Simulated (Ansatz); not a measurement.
Geometry optimisation, DFT PBE-D3(BJ), scalar-relativistic, plane waves, PAW in Ansatz 0.2.0.

input.yaml

```yaml
crystal:
  lattice:
    - [7.398, 0.0, 0.0]
    - [-3.699, 6.406856, 0.0]
    - [0.0, 0.0, 13.0]
  atoms:
    - { symbol: C, position: [0.0, 0.0, 0.0769231] }
    - { symbol: C, position: [0.2222222, 0.1111111, 0.0769231] }
    - { symbol: C, position: [0.0, 0.3333333, 0.0769231] }
    - { symbol: C, position: [0.2222222, 0.4444444, 0.0769231] }
    - { symbol: C, position: [0.0, 0.6666667, 0.0769231] }
    - { symbol: C, position: [0.2222222, 0.7777778, 0.0769231] }
    - { symbol: C, position: [0.3333333, 0.0, 0.0769231] }
    - { symbol: C, position: [0.5555556, 0.1111111, 0.0769231] }
    - { symbol: C, position: [0.3333333, 0.3333333, 0.0769231] }
    - { symbol: C, position: [0.5555556, 0.4444444, 0.0769231] }
    - { symbol: C, position: [0.3333333, 0.6666667, 0.0769231] }
    - { symbol: C, position: [0.5555556, 0.7777778, 0.0769231] }
    - { symbol: C, position: [0.6666667, 0.0, 0.0769231] }
    - { symbol: C, position: [0.8888889, 0.1111111, 0.0769231] }
    - { symbol: C, position: [0.6666667, 0.3333333, 0.0769231] }
    - { symbol: C, position: [0.8888889, 0.4444444, 0.0769231] }
    - { symbol: C, position: [0.6666667, 0.6666667, 0.0769231] }
    - { symbol: C, position: [0.8888889, 0.7777778, 0.0769231] }
    - { symbol: F, position: [0.3748256, 0.07346, 0.2192308] }
    - { symbol: H, position: [0.3846127, 0.1929365, 0.25] }
basis:
  ecutwfc: 420.0
kpoints:
  mp_grid: { grid: [2, 2, 1] }
hamiltonian:
  xc: pbe
  dispersion: d3bj
scf:
  occupations: { method: gaussian, width: 0.02 }
  lower_state_search: "off"
relax:
  f_tol: 0.03
  max_steps: 60
  adjacent_minimum: "off"
output:
  write_density: true
  write_potential: true
  elf: true
  volumetric_format: npy
```

Run as:

```bash
$ ansatz run input.yaml --threads 1 --pin off --max-ram 3072MiB --backend cpu --events-out ev --progress --plain --runs-dir out
```

Question: Where does it end, and by what steps?

Answer: It converged. The force dipped under the threshold on the way, but the program's further checks kept it going. Limits of this set-up: slab without dipole correction. After 27 steps the energy has fallen by 1.943 eV; F19 moved furthest, 2.01 Å.

| step | energy less start (eV) | largest force component (eV/Å) | accepted |
| --- | --- | --- | --- |
| 0 | 0.0000 | 5.517 | yes |
| 1 | -0.9761 | 2.926 | yes |
| 2 | -1.4741 | 1.507 | yes |
| 3 | -1.6724 | 1.512 | yes |
| 4 | -1.7877 | 1.283 | yes |
| 5 | -1.8543 | 0.499 | yes |
| 6 | -1.8821 | 0.203 | yes |
| 7 | -1.9008 | 0.201 | yes |
| 8 | -1.9091 | 0.221 | yes |
| 9 | -1.8873 | 0.884 | no |
| 10 | -1.9141 | 0.389 | yes |
| 11 | -1.9179 | 0.230 | yes |
| 12 | -1.9159 | 0.405 | no |
| 13 | -1.9228 | 0.089 | yes |
| 14 | -1.9259 | 0.064 | yes |
| 15 | -1.9285 | 0.261 | yes |
| 16 | -1.9310 | 0.271 | yes |
| 17 | -1.9331 | 0.298 | yes |
| 18 | -1.9359 | 0.326 | yes |
| 19 | -1.9384 | 0.346 | yes |
| 20 | -1.7275 | 1.897 | no |
| 21 | -1.9399 | 0.078 | yes |
| 22 | -1.9409 | 0.107 | yes |
| 23 | -1.9419 | 0.029 | yes |
| 24 | -1.9420 | 0.230 | yes |
| 25 | -1.9426 | 0.039 | yes |
| 26 | -1.9427 | 0.030 | yes |
| 27 | -1.9429 | 0.013 | yes |

```xyz
20
Lattice="7.3980 0.0000 0.0000 -3.6990 6.4069 0.0000 0.0000 0.0000 13.0000" Properties=species:S:1:pos:R:3
C 0.109 -0.066 0.939
C 1.345 0.646 0.943
C -1.109 2.065 0.937
C 0.109 2.770 0.938
C -2.354 4.191 0.939
C -1.109 4.910 0.939
C 2.592 -0.072 0.941
C 3.810 0.633 0.940
C 1.345 2.057 0.942
C 2.592 2.776 0.940
C 0.110 4.207 0.939
C 1.345 4.919 0.940
C 5.044 -0.080 0.939
C 6.289 0.639 0.937
C 3.810 2.071 0.939
C 5.044 2.784 0.938
C 2.590 4.201 0.939
C 3.810 4.904 0.940
F 1.269 1.495 4.065
H 1.282 1.505 3.126
```

Whether the end is a true minimum wasn't checked by a vibrational analysis.

Time of the run: 3.7 min on 1 thread of Arm Neoverse V1, with other jobs on the host, peak memory 0.68 GiB.
